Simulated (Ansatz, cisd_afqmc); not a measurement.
Species: S, charge 0, triplet.

Total energies in aug-cc-pV(D+d)Z, 6 correlated electrons, 5 frozen orbitals. Radicals and triplets start from unrestricted determinants; spin-orbit coupling is neglected. Correlated methods leave the cores frozen. No relativity. The Monte Carlo rows (phaseless AFQMC, CISD trial, step 0.005/hartree) carry one-sigma bars that omit the constraint's bias. Outlying blocks are dropped, and bars are widened where a walk drifts. Over all cases where full CI ran beside it in this data, AFQMC minus full CI had a median of +0.1 mEh and passed +0.4 mEh in a tenth of the cases. Full CI freezes restricted core orbitals and the other rows unrestricted ones, which leaves a small offset even where coupled cluster is exact.

```
method         program         energy (Eh)  error against FCI (mEh)
----------  ----------  ------------------  -----------------------
HF              Ansatz          -397.49897                   116.25
MP2             Ansatz          -397.59088                    24.35
CCSD            Ansatz          -397.61229                     2.93
CCSD(T)         Ansatz          -397.61455                     0.68
CCSDT(Q)        Ansatz          -397.61521                     0.01
CCSDTQ          Ansatz          -397.61525                    -0.02
AFQMC/CISD  cisd_afqmc  -397.6150 ± 0.0001                0.3 ± 0.1
FCI             Ansatz          -397.61523                     0.00
```

Ansatz is a program for electronic structure.
